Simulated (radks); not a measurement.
Valence configurations of Cd+ (all share [Kr]). Calculated with a radial shooting solver on a logarithmic mesh with Libxc functionals: Dirac Kohn-Sham, BLYP, spin-unpolarised, spherical densities, finite nucleus; open shells are shared between the two j in proportion to 2j + 1; Fermi nuclear charge, rms radius 4.6087 fm. Energies are relative to 4d10 5s1; eigenvalues in eV.

| valence | E (eV) | e(4d3/2) | e(4d5/2) | e(5p1/2) | e(5p3/2) | e(5s1/2) |
|---|---|---|---|---|---|---|
| 4d10 5s1 | 0.000 | -20.800 | -20.094 | - | - | -13.162 |
| 4d9.5 5s1.5 | 3.919 | -22.792 | -22.063 | - | - | -13.883 |
| 4d10 5p1 | 5.772 | -22.342 | -21.631 | -8.519 | -8.158 | - |
| 4d9.5 5s1 5p0.5 | 6.912 | -23.559 | -22.829 | -8.588 | -8.210 | -14.378 |
| 4d9 5s2 | 8.480 | -24.834 | -24.084 | - | - | -14.601 |
| 4d9.5 5s0.5 5p1 | 9.961 | -24.301 | -23.568 | -8.959 | -8.566 | -14.849 |
| 4d9 5s1 5p1 | 14.793 | -26.312 | -25.558 | -9.400 | -8.973 | -15.535 |
| 4d8.5 5s2 5p0.5 | 16.976 | -27.657 | -26.883 | -9.491 | -9.045 | -15.777 |
| 4d8 5s2 5p1 | 26.484 | -30.468 | -29.669 | -10.281 | -9.785 | -16.903 |
| 4d7.5 5s2 5p1.5 | 37.017 | -33.270 | -32.447 | -11.043 | -10.497 | -17.987 |

NIST lists [Kr] 4d10 5s1 as the ground configuration; this level of theory agrees among the configurations tried. The energies are those of spherical spin-averaged densities, not of single terms.
